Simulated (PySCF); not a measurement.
Spectra and structures to be paired. Method: TDDFT B3LYP/def2-SVPD, vertical, gas phase, core orbitals frozen in the response (PySCF 2.14.0, density-fitted response routines). Geometries: GFN2-xTB; one conformer of each isolated species. Triplets are in the Tamm–Dancoff approximation.

A. `CP(C)C[SiH3]`
B. `O[SiH2]C1C=C1`
C. `COC(=O)C1=C(F)P=CO1`
D. `Cc1cc([SiH3])cnn1`
E. `C1(=C[C@H](O)C(=C)O[SiH2]1)F`

Lowest singlet levels (six at most, fewer where fewer were computed) with oscillator strengths:

1. 387 nm (f 0.004); 331 nm (f 0.000); 229 nm (f 0.034); 226 nm (f 0.001); 222 nm (f 0.000); 204 nm (f 0.029); T1 2.56 eV
2. 253 nm (f 0.001); 247 nm (f 0.086); 241 nm (f 0.170); 215 nm (f 0.004); 206 nm (f 0.320); 205 nm (f 0.003); T1 3.26 eV
3. 256 nm (f 0.064); 216 nm (f 0.019); 214 nm (f 0.057); 202 nm (f 0.020); 197 nm (f 0.018); 193 nm (f 0.016); T1 3.88 eV
4. 213 nm (f 0.012); 204 nm (f 0.062); 200 nm (f 0.098); 194 nm (f 0.000); 182 nm (f 0.035); 179 nm (f 0.035); T1 5.24 eV
5. 222 nm (f 0.033); 216 nm (f 0.001); 198 nm (f 0.007); 189 nm (f 0.008); 183 nm (f 0.000); 181 nm (f 0.000); T1 3.79 eV

Question: Match each spectrum to its molecule.

Answer: 1 = D, 2 = C, 3 = E, 4 = A, 5 = B.
- A: S1 at 5.83 eV, HOMO→LUMO (97%); Löwdin shares by element: HOMO phosphorus 61%, carbon 30%; LUMO silicon 27%, hydrogen 15% or more, carbon 12% or more (atoms not listed hold the other 47%); HOMO -6.34 and LUMO 0.25 eV.
- B: S1 at 5.59 eV, HOMO→LUMO (96%); Löwdin shares by element: HOMO carbon 72%, silicon 11% (atoms not listed hold the other 17%); LUMO carbon 75% or more, hydrogen 15% or more; HOMO -6.67 and LUMO -0.42 eV; point group Cs, 2 of its 6 listed states under f = 0.0005.
- C: S1 at 4.90 eV, HOMO-2→LUMO (88%), HOMO-2→LUMO+1 (9%); Löwdin shares by element: HOMO carbon 58% or more, phosphorus 20% (atoms not listed hold the other 22%); LUMO carbon 34% or more, oxygen 15% or more, phosphorus 14% (atoms not listed hold the other 38%); HOMO -7.34 and LUMO -2.02 eV.
- D: S1 at 3.21 eV, HOMO→LUMO (99%); Löwdin shares by element: HOMO nitrogen 76%, carbon 15% or more; LUMO carbon 41% or more, nitrogen 35% (atoms not listed hold the other 24%); HOMO -6.26 and LUMO -1.78 eV.
- E: S1 at 4.85 eV, HOMO→LUMO (96%); Löwdin shares by element: HOMO carbon 61% or more, oxygen 19% or more (atoms not listed hold the other 21%); LUMO carbon 48% or more, silicon 9%, fluorine 6% (atoms not listed hold the other 37%); HOMO -6.74 and LUMO -1.18 eV.
C and E have S1 within 0.06 eV of each other; their strongest listed levels stand at 6.02 eV (f 0.320) and 4.85 eV (f 0.064).
